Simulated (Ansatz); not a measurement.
Spectroscopic constants of OsF, multiplicity 6 (an upper state: multiplicity 4 came lower at CCSD(T)/def2-TZVPP on PBE0 minima). No spin–orbit coupling.

Constants: fifth-degree fit in 1/R to seven points, most abundant isotopes. Runs in def2 and cc sets follow the lowest solution found near the PBE0 minimum.

Codes used: Ansatz (Gaussian orbitals). Values without a source in brackets are computed. In def2 rows elements past Kr take small-core potentials, without spin–orbit coupling.

Energies at PBE/def2-TZVPP:

```json
[
 {"R (Å)": "1.809109", "E (hartree)": "-190.40892179"},
 {"R (Å)": "1.857741", "E (hartree)": "-190.41509016"},
 {"R (Å)": "1.902482", "E (hartree)": "-190.41828646"},
 {"R (Å)": "1.953059", "E (hartree)": "-190.41964585"},
 {"R (Å)": "2.003637", "E (hartree)": "-190.41913748"},
 {"R (Å)": "2.061995", "E (hartree)": "-190.41679711"},
 {"R (Å)": "2.130080", "E (hartree)": "-190.41235470"}
]
```

Question: With a reduced mass of 17.2875 u, find the minimum, the force constant and the constants.

Answer: A fifth-degree polynomial in 1/R puts the minimum at r_e = 1.9627 Å with force constant 301 N/m. Then ω_e = (1/2πc)√(k/μ) = 544 cm⁻¹ and B_e = h/(8π²cμr_e²) = 0.2531 cm⁻¹; the cubic and quartic terms give α_e = 0.0017 and ω_e x_e = 2.7 cm⁻¹.

Ansatz is a first-principles code.
